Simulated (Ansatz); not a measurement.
CH4BFN2 can be A, `N/C=N/BF`, or B, `N=C(N)BF`.

Calculated with Ansatz (gas phase, PBE0-D4/def2-TZVP geometries, no zero-point term in ΔE). CCSD(T)/CBS adds triple-zeta CCSD(T) − MP2 to the extrapolated MP2 energy (def2 sets, frozen cores). Functionals use def2-TZVPP. B3LYP here is the variant with VWN-RPA as its local correlation; programs differ in this. One conformer a species, not always the lowest.

Task: Which is lower in electronic energy at CCSD(T)/CBS, and by how much? (Estimate.)

Result: Ansatz gave: A, by 20.4 kcal/mol.

Task: Give E(B) − E(A) in kcal/mol with BLYP-D4, B3LYP-D4, B2PLYP, LDA (SPW92), B3LYP, CCSD/def2-TZVPP, PBE0-D4. (Estimate.)

Result: The calculation gave: BLYP-D4 21.6, B3LYP-D4 22.4, B2PLYP 22.4, LDA (SPW92) 22.8, B3LYP 22.9, CCSD/def2-TZVPP 21.2, PBE0-D4 22.4. None reverses the order clearly.

Task: Does the order hold for the free energy at 298.15 K (harmonic terms from PBE0-D4)? (An estimate is asked.)

Result: Computed: Yes: G(B) − G(A) = +20.1 kcal/mol, for one conformer each.

Largest T1 diagnostic: 0.014.

At CCSD(T), def2-SVP lies +3.0 kcal/mol from the extrapolated value and def2-TZVPP +0.3 kcal/mol. In def2-TZVPP, CCSD(T) changes the Hartree–Fock value by −4.5 kcal/mol (the triples alone add −0.4 kcal/mol) and MP2 by −3.5 kcal/mol.
